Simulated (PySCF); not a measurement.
Q: Give a PBE0-D3(BJ)/def2-SVP geometry of `FCO[C@H](F)CF`.

A: 
```
atom  x, y, z in Å
F1    -2.1167    0.7028   -0.9092
C2    -1.6539    0.8109    0.3667
O3    -0.2749    0.7465    0.3928
C4     0.2561   -0.5071    0.1822
F5     0.1506   -1.2561    1.3271
C6     1.7234   -0.3705   -0.1489
F7     1.8700    0.2045   -1.3754
H8    -1.9323    1.7956    0.7692
H9    -2.1045   -0.0016    0.9639
H10   -0.2889   -1.0389   -0.6179
H11    2.2014    0.2566    0.6219
H12    2.1855   -1.3708   -0.1459
```

Any rigid rotation of these coordinates is as good. Atoms count from 1 in this order. Of the pairs four or more bonds apart, F1···H10 is among the closest relative to their van der Waals radii: 2.54 Å, 95 % of the sum of Bondi's values. O3 (ether oxygen) is bent (angle 115.1°).

Bonds between heavy atoms (Å): F1–C2 1.361, C2–O3 1.381, O3–C4 1.378, C4–F5 1.372, C4–C6 1.510, C6–F7 1.362.

Method: PBE0-D3(BJ)/def2-SVP geometry optimisation, gas phase in PySCF 2.14.0.

Point group: C1 (no symmetry element, even within 0.4 Å). Stationary, but not proved a minimum. One conformer, not necessarily the lowest (F1–C2–O3–C4 -74°, C2–O3–C4–F5 -78°, O3–C4–C6–F7 -69°).
